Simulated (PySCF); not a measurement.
# Sulfur: a sound run and one with changed settings

Sound run: S²⁺ [Ne] 3s2 3p2, S³⁺ [Ne] 3s2 3p1. All numbers are calculated (PySCF 2.14, no relativity, point nucleus, in cc-pV(D+d)Z). The sound run starts from symmetry-adapted Hartree-Fock orbitals and uses a fine grid where one is needed.

Changed run: radial step 1.2 in ln r (0.13 in the sound run). This setting is unsound on purpose.

| species | method | sound run (hartree) | changed run (hartree) | converged |
| --- | --- | --- | --- | --- |
| S²⁺ | UHF | -396.32304 | -396.32304 | yes |
| S²⁺ | PBE | -396.69212 | -395.61264 | yes |
| S²⁺ | PBE0 | -396.72699 | -395.89758 | yes |
| S³⁺ | UHF | -395.06882 | -395.06882 | yes |
| S³⁺ | PBE | -395.41173 | -394.44321 | yes |
| S³⁺ | PBE0 | -395.44555 | -394.71422 | yes |

Ionisation energy of S²⁺:

```json
{"method": "UHF", "sound run (eV)": "34.129", "changed run (eV)": "34.129"}
{"method": "PBE", "sound run (eV)": "34.841", "changed run (eV)": "31.822"}
{"method": "PBE0", "sound run (eV)": "34.870", "changed run (eV)": "32.201"}
```

A coarse radial grid mis-integrates the density and the exchange-correlation energy, with errors of either sign; Hartree-Fock needs no grid.

For comparison, NIST gives 34.86 ± 0.04 eV between the lowest levels.
